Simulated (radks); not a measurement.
Question: The cerium ion Ce+ is in [Xe] 4f2 5d1. Calculated with a radial shooting solver on a logarithmic mesh with Libxc functionals: non-relativistic Kohn-Sham, PBE, spin-polarised, spherical densities, point nucleus. Open shells are filled with parallel spins first. One electron is removed from 5d, 5s, 5p, 4f in turn, with full relaxation. Which removal costs least, and what does each cost?

Answer: 5d 10.188 eV; 4f 14.180 eV; 5p 28.127 eV; 5s 41.944 eV. The 5d electron leaves first.
